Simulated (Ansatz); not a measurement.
Born–Oppenheimer molecular dynamics of a periodic cell of 24 atoms, H7C16O (surface C(111), H-covered but for one site, underside capped with H, adsorbate O). It starts from a partly relaxed structure (largest force component 0.07 eV/Å).

Level of theory: Ansatz 0.2.0, DFT PBE, scalar-relativistic, plane waves, PAW. Settings: accuracy low, PAW set soft_1, cutoff 420 eV, k mesh 2x2x1, fermi-dirac smearing 0.05 eV, spin collinear.

```json
{
 "ensemble": "NVE (velocity Verlet)",
 "time step": "0.75 fs",
 "steps asked": "130",
 "starting velocities drawn for": "1800 K",
 "atoms held": "1 to 12",
 "seed": "810666"
}
```

First frame:

```xyz
24
Lattice="5.0487 0.0000 0.0000 2.5244 4.3723 0.0000 0.0000 0.0000 15.7764" Properties=species:S:1:pos:R:3
H 1.262 0.729 1.000
H 3.787 0.729 1.000
H 2.524 2.915 1.000
H 5.049 2.915 1.000
C 1.262 0.729 2.100
C 3.787 0.729 2.100
C 2.524 2.915 2.100
C 5.049 2.915 2.100
C 0.000 1.457 2.615
C 2.524 1.457 2.615
C 1.262 3.644 2.615
C 3.787 3.644 2.615
C 0.003 1.451 4.188
C 2.522 1.454 4.169
C 1.264 3.643 4.182
C 3.788 3.646 4.181
C -0.001 -0.005 4.552
C 2.528 0.005 4.667
C 1.266 2.182 4.668
C 3.785 2.184 4.685
H 2.536 0.017 5.767
H 1.254 2.173 5.769
H 3.269 2.900 6.435
O 3.826 2.164 6.120
```

What does the run give?

All steps were run.

```yaml
steps_done: 130
time_covered: 97.5 fs
mean_temperature_over_the_second_half: 940 K
spread_of_the_potential_energy_over_the_second_half: 10.8 meV per atom
mean_potential_energy_of_the_second_half_above_the_start: 56.1 meV per atom
```

The conserved energy stayed within 0.84 meV per atom of its start (net change 0.48 meV per atom), so the integration is sound. Over the second half the temperature averaged 0.52 of the 1800 K drawn at the start: a run that starts near a minimum puts about half its kinetic energy into the potential. A run of 0.098 ps of so small a system gives no equilibrium averages. Limits of this set-up: coarse k mesh, thin slab, slab without dipole correction, low accuracy level.

What happens to the structure?

Mean squared displacements from the first frame to the last: H 0.05 Å², C 0.01 Å², O 0.03 Å². The details hang on the random start.

How do temperature and energy run in time?


```json
{"time (fs)": "0", "T (K)": "1800", "potential energy less start (eV)": "0.000", "conserved less start (meV/atom)": "0.00"}
{"time (fs)": "3", "T (K)": "1261", "potential energy less start (eV)": "0.848", "conserved less start (meV/atom)": "0.54"}
{"time (fs)": "6", "T (K)": "643", "potential energy less start (eV)": "1.809", "conserved less start (meV/atom)": "0.60"}
{"time (fs)": "9", "T (K)": "446", "potential energy less start (eV)": "2.118", "conserved less start (meV/atom)": "0.72"}
{"time (fs)": "12", "T (K)": "875", "potential energy less start (eV)": "1.440", "conserved less start (meV/atom)": "0.22"}
{"time (fs)": "15", "T (K)": "1033", "potential energy less start (eV)": "1.197", "conserved less start (meV/atom)": "0.27"}
{"time (fs)": "18", "T (K)": "855", "potential energy less start (eV)": "1.479", "conserved less start (meV/atom)": "0.53"}
{"time (fs)": "21", "T (K)": "723", "potential energy less start (eV)": "1.686", "conserved less start (meV/atom)": "0.61"}
{"time (fs)": "24", "T (K)": "875", "potential energy less start (eV)": "1.447", "conserved less start (meV/atom)": "0.54"}
{"time (fs)": "27", "T (K)": "1215", "potential energy less start (eV)": "0.911", "conserved less start (meV/atom)": "0.17"}
{"time (fs)": "30", "T (K)": "1016", "potential energy less start (eV)": "1.227", "conserved less start (meV/atom)": "0.47"}
{"time (fs)": "33", "T (K)": "683", "potential energy less start (eV)": "1.745", "conserved less start (meV/atom)": "0.48"}
{"time (fs)": "36", "T (K)": "424", "potential energy less start (eV)": "2.154", "conserved less start (meV/atom)": "0.83"}
{"time (fs)": "39", "T (K)": "799", "potential energy less start (eV)": "1.561", "conserved less start (meV/atom)": "0.34"}
{"time (fs)": "42", "T (K)": "982", "potential energy less start (eV)": "1.281", "conserved less start (meV/atom)": "0.49"}
{"time (fs)": "45", "T (K)": "1051", "potential energy less start (eV)": "1.167", "conserved less start (meV/atom)": "0.25"}
{"time (fs)": "48", "T (K)": "723", "potential energy less start (eV)": "1.688", "conserved less start (meV/atom)": "0.71"}
{"time (fs)": "51", "T (K)": "695", "potential energy less start (eV)": "1.725", "conserved less start (meV/atom)": "0.50"}
{"time (fs)": "54", "T (K)": "748", "potential energy less start (eV)": "1.648", "conserved less start (meV/atom)": "0.64"}
{"time (fs)": "57", "T (K)": "1134", "potential energy less start (eV)": "1.037", "conserved less start (meV/atom)": "0.19"}
{"time (fs)": "60", "T (K)": "1209", "potential energy less start (eV)": "0.925", "conserved less start (meV/atom)": "0.37"}
{"time (fs)": "63", "T (K)": "1127", "potential energy less start (eV)": "1.056", "conserved less start (meV/atom)": "0.49"}
{"time (fs)": "66", "T (K)": "925", "potential energy less start (eV)": "1.372", "conserved less start (meV/atom)": "0.57"}
{"time (fs)": "69", "T (K)": "839", "potential energy less start (eV)": "1.499", "conserved less start (meV/atom)": "0.37"}
{"time (fs)": "72", "T (K)": "772", "potential energy less start (eV)": "1.603", "conserved less start (meV/atom)": "0.37"}
{"time (fs)": "75", "T (K)": "751", "potential energy less start (eV)": "1.641", "conserved less start (meV/atom)": "0.57"}
{"time (fs)": "78", "T (K)": "874", "potential energy less start (eV)": "1.448", "conserved less start (meV/atom)": "0.48"}
{"time (fs)": "81", "T (K)": "879", "potential energy less start (eV)": "1.439", "conserved less start (meV/atom)": "0.46"}
{"time (fs)": "84", "T (K)": "953", "potential energy less start (eV)": "1.321", "conserved less start (meV/atom)": "0.29"}
{"time (fs)": "87", "T (K)": "947", "potential energy less start (eV)": "1.338", "conserved less start (meV/atom)": "0.62"}
{"time (fs)": "90", "T (K)": "1185", "potential energy less start (eV)": "0.963", "conserved less start (meV/atom)": "0.35"}
{"time (fs)": "93", "T (K)": "1088", "potential energy less start (eV)": "1.119", "conserved less start (meV/atom)": "0.64"}
{"time (fs)": "96", "T (K)": "1039", "potential energy less start (eV)": "1.188", "conserved less start (meV/atom)": "0.28"}
```

Time of the run: 15 min on 1 thread of Intel(R) Xeon(R) Platinum 8488C (Sapphire Rapids), with other jobs on the host, peak memory 0.8 GiB.
